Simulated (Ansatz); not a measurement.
The molecule CuTe, multiplicity 2 (lowest of 2S+1 = 2, 4 at PBE0/def2-TZVPP; our sources give no spin for the ground state, which may be another). No spin–orbit coupling. Cu is treated without relativity.

The constants come from a fifth-degree fit in 1/R (seven points, main isotopes). Runs in def2 and cc sets follow the lowest solution found near the PBE0 minimum.

Correlated levels freeze the inner cores; with def2 sets outer-core shells near the valence are correlated too.

Codes used: Ansatz (Gaussian basis) for Hartree–Fock, density functionals and correlated methods. Values without a source in brackets are computed. In def2 rows elements past Kr take small-core potentials, without spin–orbit coupling.

Energies at CCSD(T)/def2-QZVPP:

| R (Å) | E (hartree) |
|---|---|
| 2.222232 | -1907.36916406 |
| 2.281970 | -1907.37246598 |
| 2.336928 | -1907.37391681 |
| 2.399055 | -1907.37411730 |
| 2.461182 | -1907.37312166 |
| 2.532867 | -1907.37084233 |
| 2.616500 | -1907.36706319 |

Q: With a reduced mass of 42.3933 u, find the minimum, the force constant and the constants.

A: A fifth-degree polynomial in 1/R puts the minimum at r_e = 2.3767 Å with force constant 147 N/m. Then ω_e = (1/2πc)√(k/μ) = 243 cm⁻¹ and B_e = h/(8π²cμr_e²) = 0.07040 cm⁻¹; the cubic and quartic terms give α_e = 0.00028 and ω_e x_e = 0.61 cm⁻¹.

Ansatz is an electronic-structure program.
